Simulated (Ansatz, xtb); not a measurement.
# Relative energy of two isomers of C2H7NSi

We compare X, `C=C(N)[SiH3]`, a singlet, with Y, `N/C=C\[SiH3]`, a singlet. Both are isolated molecules in the gas phase, relaxed with B3LYP-D3(BJ)/def2-SVP; the shapes shown needn't be the lowest conformers.

X (Å):

```xyz
11

C    -2.6759    0.0389   -0.1679
C    -1.3333    0.0522   -0.3121
N    -0.4867    0.9345    0.3547
Si   -0.5189   -1.0639   -1.5979
H    -3.1869    0.7011    0.5414
H    -3.3020   -0.6211   -0.7698
H    -0.8968    1.4425    1.1344
H     0.4434    0.5917    0.5717
H     0.6523   -1.7555   -0.9747
H    -1.5020   -2.0732   -2.0765
H    -0.0045   -0.2715   -2.7534
```

Y (Å):

```xyz
11

C    -2.0021    0.7081   -0.8686
C    -0.7551    0.3399   -1.2534
N    -2.7494    0.1993    0.1657
Si    0.2569   -1.0358   -0.5321
H    -2.4531   -0.6757    0.5857
H    -3.7518    0.3338    0.1342
H    -2.5051    1.5334   -1.3888
H    -0.3199    0.9255   -2.0694
H     1.2949   -0.5723    0.4419
H    -0.6286   -1.9934    0.2092
H     0.9677   -1.7984   -1.6025
```

Quicker runs give these differences E(Y) − E(X): GFN2-xTB −2.5 kcal/mol; HF/STO-3G 0.0 kcal/mol (at GFN2-xTB geometries); r2SCAN-D4/def2-SVP −4.5 kcal/mol (at GFN2-xTB geometries).

Question: Estimate E(Y) − E(X) at the level CCSD(T)/def2-SVP + ΔMP2/def2-TZVPP.

Answer: Calculated at CCSD(T)/def2-SVP + ΔMP2/def2-TZVPP: E(Y) − E(X) = −3.1 kcal/mol, so structure Y lies lower.

The same difference at several levels:

```json
{"level": "GFN2-xTB", "geometry": "GFN2-xTB", "E(Y) − E(X) (kcal/mol)": "−2.5", "departure from the last row (kcal/mol)": "+0.6", "job, with rough time for the two": "optimisation, 0.27 s"}
{"level": "HF/STO-3G", "geometry": "GFN2-xTB", "E(Y) − E(X) (kcal/mol)": "0.0", "departure from the last row (kcal/mol)": "+3.1", "job, with rough time for the two": "single point, 0.34 s"}
{"level": "r2SCAN-D4/def2-SVP", "geometry": "GFN2-xTB", "E(Y) − E(X) (kcal/mol)": "−4.5", "departure from the last row (kcal/mol)": "−1.4", "job, with rough time for the two": "single point, 2.4 s"}
{"level": "B3LYP-D3(BJ)/def2-SVP", "geometry": "B3LYP-D3(BJ)/def2-SVP", "E(Y) − E(X) (kcal/mol)": "−4.2", "departure from the last row (kcal/mol)": "−1.1", "job, with rough time for the two": "optimisation, 44 s"}
{"level": "HF/def2-SVP", "geometry": "B3LYP-D3(BJ)/def2-SVP", "E(Y) − E(X) (kcal/mol)": "−4.5", "departure from the last row (kcal/mol)": "−1.5", "job, with rough time for the two": "part of the CCSD(T) run"}
{"level": "MP2/def2-SVP", "geometry": "B3LYP-D3(BJ)/def2-SVP", "E(Y) − E(X) (kcal/mol)": "−3.7", "departure from the last row (kcal/mol)": "−0.6", "job, with rough time for the two": "part of the CCSD(T) run"}
{"level": "CCSD(T)/def2-SVP", "geometry": "B3LYP-D3(BJ)/def2-SVP", "E(Y) − E(X) (kcal/mol)": "−3.3", "departure from the last row (kcal/mol)": "−0.2", "job, with rough time for the two": "single point"}
{"level": "CCSD(T)/def2-SVP + ΔMP2/def2-TZVPP", "geometry": "B3LYP-D3(BJ)/def2-SVP", "E(Y) − E(X) (kcal/mol)": "−3.1", "departure from the last row (kcal/mol)": "", "job, with rough time for the two": "single point, 15 s"}
```

As drawn, both hold the same kinds of bond in the same numbers.

HF/STO-3G finds them nearly level. The largest departure from CCSD(T)/def2-SVP + ΔMP2/def2-TZVPP is that of HF/STO-3G, 3.1 kcal/mol. The last row adds to CCSD(T) the change of the MP2 difference between the two basis sets, here +0.2 kcal/mol.

With harmonic frequencies from B3LYP-D3(BJ)/def2-SVP (ideal gas, rigid rotor, one conformer each, 298.15 K, 1 atm): on the last row, ΔE + ΔZPE = −2.7, ΔH = −2.7, ΔG = −2.9 kcal/mol.

The correlated steps freeze 8 core orbitals. Run with Ansatz 0.2.0, xtb 6.7.1; the last row on 2 threads of Intel(R) Xeon(R) Platinum 8375C CPU @ 2.90GHz (Ice Lake) on a shared host.
